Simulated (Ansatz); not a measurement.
The cluster Mg9Se9, relaxed as a singlet with RKS PBE-D4/def2-SVP in Ansatz, starting from the GFN1-xTB geometry. Force threshold 0.03 eV/Å.

Single mean-field runs in def2-SVP are fitted with def2-universal-jkfit. Another isomer (singlet) lies 2.12 eV lower at PBE0-D4/def2-TZVP; other spin states weren't run for this one.

Start:

```xyz
18

Mg   -0.745    0.042    2.321
Mg   -1.158   -0.335   -1.413
Mg   -2.070   -2.703    2.972
Mg    0.931    2.816   -1.813
Mg   -0.797    2.912    0.770
Mg   -3.889   -0.769   -2.054
Mg    2.115   -0.131   -2.107
Mg    2.306    0.949    1.195
Mg   -2.825   -3.525   -0.115
Se   -0.306    4.578   -0.852
Se    0.126    0.754   -3.199
Se    1.963   -2.483   -0.916
Se    0.483   -2.155    2.397
Se   -0.322   -2.681   -0.853
Se    2.499   -1.796    1.372
Se    0.727    2.000    2.712
Se    3.203    1.721   -0.936
Se   -2.240    0.806    0.517
```

| step | energy (eV) | largest force component (eV/Å) | SCF passes |
| --- | --- | --- | --- |
| 1 | -636962.9996 | 1.685 | 27 |
| 2 | -636963.6654 | 0.341 | 29 |
| 3 | -636963.7497 | 0.206 | 25 |
| 4 | -636963.7696 | 0.269 | 35 |
| 5 | -636963.8172 | 0.211 | 28 |
| 6 | -636963.8441 | 0.185 | 26 |
| 7 | -636963.9043 | 0.247 | 26 |
| 8 | -636963.9144 | 0.265 | 25 |
| 9 (rejected) | -636963.8941 | 0.271 | 32 |
| 10 | -636963.9493 | 0.174 | 26 |
| 11 | -636963.9750 | 0.138 | 26 |
| 13 | -636964.0813 | 0.231 | 31 |
| 15 | -636964.3509 | 0.740 | 31 |
| 17 | -636965.2033 | 1.095 | 32 |
| 19 | -636965.9307 | 0.581 | 31 |
| 21 | -636966.6278 | 0.817 | 30 |
| 23 | -636967.6625 | 0.480 | 35 |
| 25 | -636968.5929 | 0.678 | 27 |
| 27 | -636969.5153 | 0.632 | 22 |
| 29 | -636969.9283 | 0.178 | 24 |
| 31 (rejected) | -636969.9477 | 0.326 | 25 |
| 33 | -636970.0096 | 0.050 | 20 |
| 34 | -636970.0108 | 0.021 | 20 |

Force components are those of the run's own axes.

End:

| atom | x (Å) | y (Å) | z (Å) |
| --- | --- | --- | --- |
| Mg1 | 0.3799 | -0.2625 | 2.7614 |
| Mg2 | -0.2821 | -1.6341 | -1.0070 |
| Mg3 | -1.5684 | -2.6339 | 1.7843 |
| Mg4 | 0.4054 | 2.3167 | -2.1588 |
| Mg5 | -0.8633 | 2.4093 | 0.9852 |
| Mg6 | -2.4321 | 0.8813 | -1.7117 |
| Mg7 | 2.2945 | -0.0951 | -2.0769 |
| Mg8 | 2.4223 | 1.6049 | 0.8995 |
| Mg9 | -3.5006 | -1.7024 | -1.4306 |
| Se10 | -1.6809 | 3.3654 | -1.2385 |
| Se11 | -0.0698 | -0.0506 | -3.1524 |
| Se12 | 2.3011 | -2.1246 | -0.5283 |
| Se13 | -0.5412 | -2.2435 | 3.9489 |
| Se14 | -1.9274 | -3.5914 | -0.5723 |
| Se15 | 2.7762 | -0.8767 | 1.4940 |
| Se16 | 0.9176 | 2.3937 | 2.7646 |
| Se17 | 2.8731 | 2.3103 | -1.5055 |
| Se18 | -1.5041 | -0.0671 | 0.7442 |

Bonds lost: Mg3–Mg9, Se12–Se14, Se13–Se15 (atoms count from 1). Bonds formed: Mg1–Se15, Mg2–Se12, Mg3–Se14, Mg3–Se18, Mg6–Se10, Mg6–Se11, Mg6–Se18 (atoms count from 1). Metal–metal contacts that move far: Mg4–Mg6 6.01 to 3.21 Å, Mg2–Mg3 5.07 to 3.23 Å, Mg6–Mg9 3.53 to 2.81 Å, Mg2–Mg6 2.84 to 3.38 Å.

No frequencies were taken in this run, so the end may be a saddle point.

Run time 2.3 min (2 threads of AMD EPYC 7R13 on a shared host and a share (18 GiB) of an NVIDIA H100 80GB HBM3), peak host memory 1 GiB.
